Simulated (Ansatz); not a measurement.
tetraarsenic (As4), singlet, at a GFN2-xTB geometry; R2SCAN/aug-cc-pVTZ (Ansatz, a quantum-chemistry and plane-wave program).

Here is a job for Ansatz.
Ansatz 0.2 input:
```yaml
crystal:
  periodic: [false, false, false]
  atoms:
    - {symbol: As, position_ang: [-0.98818600, 0.08569794, -1.07294968]}
    - {symbol: As, position_ang: [0.66338791, 1.29259141, 0.15556555]}
    - {symbol: As, position_ang: [0.99228668, -1.01989496, -0.33205142]}
    - {symbol: As, position_ang: [-0.66748859, -0.35839439, 1.24943554]}
basis:
  gaussian:
    orbitals: aug-cc-pVTZ
hamiltonian:
  xc: r2scan
```

Q: What does Ansatz print? Leave out banner, timings and long lists.

A: 
```
Functional definition: r2SCAN
1668 factors; their error is unknown
mean field evaluation 1: about -243370.3006 eV, gradient 2.7e1 eV
mean field evaluation 2: about -243368.6635 eV, gradient 3.5e1 eV
mean field evaluation 4: about -243372.0436 eV, gradient 6.3e-1 eV
mean field evaluation 8: about -243372.0018 eV, gradient 8.9e-2 eV
mean field -243372.00179918 eV, -8943.7561026521 hartree, gradient 2.7e-5 eV, S^2 0.000000; 0 other end points of the search recorded, 0 dependent functions left out
reference -243372.00181637 eV, -8943.7561032839 hartree; 66, 66 occupied and 170, 170 virtual orbitals, 1668 factors
Total energy: -243372.00181637 eV, -8943.7561032839 hartree
```
